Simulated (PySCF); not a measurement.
Task: Write Cartesian coordinates for NbMe4 (`[CH3][Nb]([CH3])([CH3])[CH3]`) [radical] as optimised with PBE0-D3(BJ)/def2-SVP. (Doublet state.)

Result: 
```xyz
17
C4H12Nb angstrom
Nb    -0.007    0.004    0.004
C     -0.022   -0.085    2.142
H     -1.017    0.021    2.610
H      0.586    0.793    2.441
H      0.468   -0.984    2.558
C      2.007    0.068   -0.711
H      2.109   -0.033   -1.807
H      2.477   -0.824   -0.248
H      2.586    0.952   -0.386
C     -0.965    1.767   -0.738
H     -0.964    1.862   -1.839
H     -0.593    2.713   -0.304
H     -2.020    1.644   -0.418
C     -1.032   -1.746   -0.677
H     -2.081   -1.823   -0.340
H     -0.518   -2.697   -0.446
H     -1.043   -1.632   -1.781
```

Orientation and origin are arbitrary. Atoms count from 1 in this order. All 4 C–Nb bonds measure 2.139 to 2.140 Å. Nb1 (niobium bonded to 4 C) is tetrahedral (angles from 106.3° to 112.2°).

Bonds between heavy atoms (Å): Nb1–C2 2.139, Nb1–C6 2.139, Nb1–C10 2.139, Nb1–C14 2.140.

Method used: PBE0-D3(BJ)/def2-SVP geometry optimisation, gas phase, def2 core potentials past Kr (PySCF).

Whether it is a minimum is left open (no frequencies). ⟨S²⟩ = 0.755 (exact for a doublet: 0.75).
